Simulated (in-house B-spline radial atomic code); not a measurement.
A fraction x of an electron is removed from 3p in the manganese ion Mn³⁺, starting from [Ar] 3d4 and keeping the highest spin. All numbers are computed (scalar-relativistic (X2C) RPBE, spin-polarised, spherical fractional occupations; Fermi nucleus of rms radius 3.7057 fm) with a radial B-spline atomic code at the basis-set limit, not measured.

```tsv
x	E(x) - E(0) (eV)	3p down level (eV)
0	0.0000	-87.250
0.11	9.7128	-89.350
0.24	21.4909	-91.857
0.37	?	?
0.41	37.3880	-95.174
0.5	46.0334	-96.948
0.61	56.8175	-99.130
0.63	58.8041	-99.528
0.8	76.0130	-102.935
0.94	?	?
1	97.0044	-106.986
```

What belongs in the row x = 0.37?

An energy change of 33.5967 eV; 3p down at -94.390 eV.

What belongs in the row x = 0.94?

An energy change of 90.6218 eV; 3p down at -105.766 eV.

Check Janak's theorem between x = 0.11 and 0.24.

The slope of the energy is 90.60 eV; the orbital levels give 90.60 eV (-ε of the emptying orbital, averaged over the two points).
